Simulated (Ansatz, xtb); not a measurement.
Two isomers of C4H9BrOSi

Structure a is `C[C@]1(Br)CO[SiH2]C1`, a singlet and structure b is `C=C(CBr)C[SiH2]O`, a singlet. Both are isolated molecules in the gas phase, relaxed with PBE0-D3(BJ)/def2-SVP; each stands in its lowest conformer found.

Q: Estimate which is lower in electronic energy at CCSD(T)/def2-SVP + ΔMP2/def2-TZVPP, and by roughly how much.

A: The CCSD(T)/def2-SVP + ΔMP2/def2-TZVPP calculation puts structure a lower, by 5.3 kcal/mol.

Level by level:

| level | geometry | E(b) − E(a) (kcal/mol) | departure from the last row (kcal/mol) | job, with rough time for the two |
| --- | --- | --- | --- | --- |
| GFN2-xTB | GFN2-xTB | +21.8 | +16.5 | optimisation, 0.4 s |
| HF/STO-3G | GFN2-xTB | +44.5 | +39.2 | single point, 0.62 s |
| r2SCAN-D4/def2-SVP | GFN2-xTB | +9.8 | +4.5 | single point, 6.3 s |
| PBE0-D3(BJ)/def2-SVP | PBE0-D3(BJ)/def2-SVP | +11.7 | +6.4 | optimisation, 62 s |
| HF/def2-SVP | PBE0-D3(BJ)/def2-SVP | +5.4 | +0.1 | part of the CCSD(T) run |
| MP2/def2-SVP | PBE0-D3(BJ)/def2-SVP | +10.0 | +4.7 | part of the CCSD(T) run |
| CCSD(T)/def2-SVP | PBE0-D3(BJ)/def2-SVP | +8.9 | +3.7 | single point |
| CCSD(T)/def2-SVP + ΔMP2/def2-TZVPP | PBE0-D3(BJ)/def2-SVP | +5.3 |  | single point, 2.9 min |

As drawn, b has 1 C=C, 1 O–H in place of 1 C–C, 1 C–O, 1 C–H. Structure a has a 5-membered ring, b no ring.

The levels shown agree on the order. The largest departure from CCSD(T)/def2-SVP + ΔMP2/def2-TZVPP is that of HF/STO-3G, 39.2 kcal/mol. The last row adds to CCSD(T) the change of the MP2 difference between the two basis sets, here −3.7 kcal/mol, a large step that makes the value less sure.

With thermal terms from frequencies at re-optimised GFN2-xTB minima (ideal gas, soft modes damped towards free rotors, one conformer each, 298.15 K, 1 atm): on the last row, ΔE + ΔZPE = +3.0, ΔH = +3.9, ΔG = +1.3 kcal/mol.

The correlated steps freeze 19 core orbitals; the filled d shell of Br is correlated, in a basis made for valence electrons. Mirror images aren't counted in ΔG. Run with Ansatz 0.2.0, xtb 6.7.1; the last row on 4 threads of Arm Neoverse V1 on a shared host.
